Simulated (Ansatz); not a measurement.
`CO[BH][ZnH]`, charge 0, multiplicity 1.

Q: Give a relaxed structure at PBE0-D4/def2-TZVP (Ansatz 0.2.0). (An estimate is asked.)

A: The calculation gave: 
```xyz
9

C    -0.763    1.431   -0.331
O     0.273    0.517   -0.016
B     0.056   -0.806    0.116
Zn    1.686   -2.029    0.583
H    -0.840    2.167    0.472
H    -0.507    1.949   -1.257
H    -1.718    0.912   -0.449
H    -1.084   -1.189   -0.050
H     2.896   -2.953    0.932
```
Point group Cs.
This is one stationary point; other conformers may exist.
